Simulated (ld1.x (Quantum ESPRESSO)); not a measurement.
**Transferability test, TM semilocal potential for Mn (Z = 25)**

Mn, norm-conserving Troullier–Martins (semilocal form), made with ld1.x (Quantum ESPRESSO) 7.5 (LDA (PZ), non-relativistic). Core [Ar], reference 3d5 4s2 4p0. Waves: 4s (bound): rc 2.65 bohr; 3d (bound): rc 1.40 bohr; 4p (bound, empty): rc 2.30 bohr. Local part: the p channel. Core correction: a·sin(br)/r model core, default radius (core density twice the valence density).

Energies are relative to the spin-unpolarised reference configuration 3d5 4s2 4p0; without spin polarisation the order of configurations can differ from experiment. Spin-polarised rows fill each open shell by Hund’s rule, majority spin first. The frozen-core shift is the all-electron ΔE with the core orbitals held at their reference shape minus the fully relaxed ΔE.

Task: Give the all-electron excitation energy and the error of the potential for: 3d5 4s1 4p0; 3d5 4s0 4p0; 3d4 4s0 4p0; 3d5.5 4s1.5 4p0; 3d4 4s2 4p0; 3d5 4s1 4p1; 3d5 4s0 4p2; 3d5 4s2 4p0 (spin-polarised); 3d5 4s1 4p0 (spin-polarised).

Result:

```csv
valence configuration,charge,ΔE all-electron (eV),error AE − PS (meV),frozen-core shift (meV)
3d5 4s1 4p0,+1,8.541,-4.9,+1.0
3d5 4s0 4p0,+2,24.232,-42,+7.3
3d4 4s0 4p0,+3,57.241,-260,+359
3d5.5 4s1.5 4p0,0,-0.650,-38,+24
3d4 4s2 4p0,+1,13.736,-196,+204
3d5 4s1 4p1,0,3.815,-1.5,+0.3
3d5 4s0 4p2,0,7.848,-6.0,+1.4
3d5 4s2 4p0 (spin-polarised),0,-5.093,+883,+26
3d5 4s1 4p0 (spin-polarised),+1,2.424,+889,+19
```

Levels in the configuration 3d5 4s0 4p0:

```csv
level,all-electron (eV),pseudo (eV)
3d,-24.773,-24.685
```
